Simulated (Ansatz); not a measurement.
The cluster Hg2TeF2. The state is a singlet with charge 0. Geometry PBE0-D4/def2-SVP; atoms count from 1.

Cartesian coordinates in Å:
```
Hg 0.065 0.591 0.178
Hg -1.823 -0.635 -1.158
Te 2.095 1.687 1.553
F -3.258 -1.552 -2.176
F 2.921 -0.092 1.603
```

In the def2 sets Hg, Te take a core potential; there is no spin–orbit coupling. Another isomer (singlet) lies 0.58 eV lower at PBE0-D4/def2-TZVP; other spin states weren't run for this one.

Q: Estimate the Mulliken populations from the PBE0/def2-TZVP orbitals of Ansatz.

A: 
| atom | charge (e) | d electrons |
| --- | --- | --- |
| Hg1 | 0.29 | 9.92 |
| Hg2 | 0.49 | 9.91 |
| Te3 | 0.18 | – |
| F4 | -0.55 | – |
| F5 | -0.40 | – |
Mulliken values depend strongly on the basis.

Q: And the Mayer bond orders between heavy atoms (over 0.3)?

A: Hg1–Hg2 0.69 (2.62 Å); Hg1–Te3 0.87 (2.69 Å); Hg2–F4 0.60 (1.98 Å); Te3–F5 0.83 (1.96 Å).
